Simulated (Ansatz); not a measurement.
## AlClFH2Sn−: where a starting geometry ends

The starting geometry of this gas-phase singlet was optimised with GFN2-xTB.

```xyz
6

Al    1.1260   -1.5354    0.3346
Cl    0.2326    1.9381    1.7255
F     2.0193   -2.7463   -0.4395
Sn    1.9836    0.9598    0.2979
H    -0.0917   -2.3946    0.9594
H     3.0350    0.2594    1.7045
```

Where would you expect an optimisation with r2SCAN-D4/def2-SVPD to take it?

A new bond forms, giving a structure with H6 bridging Al1 and Sn4, given below by its coordinates. Contacts that close: Al1–H6 (2.96 → 1.89 Å).

The energy falls by 0.26 eV over 22 steps:

```tsv
step	E − E(last) (eV)
1	0.256
3	0.139
6	0.127
8	0.125
10	0.122
13	0.063
15	0.009
17	0.000
20	0.000
22	0.000
```

Final geometry (Å):

```yaml
atoms:
  - { symbol: Al, position_ang: [1.2531, -1.3936, 0.3366] }
  - { symbol: Cl, position_ang: [0.1869, 1.8911, 1.7386] }
  - { symbol: F, position_ang: [2.2467, -2.6140, -0.3806] }
  - { symbol: Sn, position_ang: [2.0809, 1.1049, 0.2295] }
  - { symbol: H, position_ang: [0.1030, -2.0976, 1.2203] }
  - { symbol: H, position_ang: [2.4342, -0.4098, 1.4380] }
```

Frequencies at the end are all real (lowest 60 cm⁻¹). Atoms past krypton carry core potentials, without spin–orbit terms. Run with Ansatz 0.2.0, 65 s on 2 threads of Intel(R) Xeon(R) Platinum 8375C CPU @ 2.90GHz (Ice Lake), on a shared host.
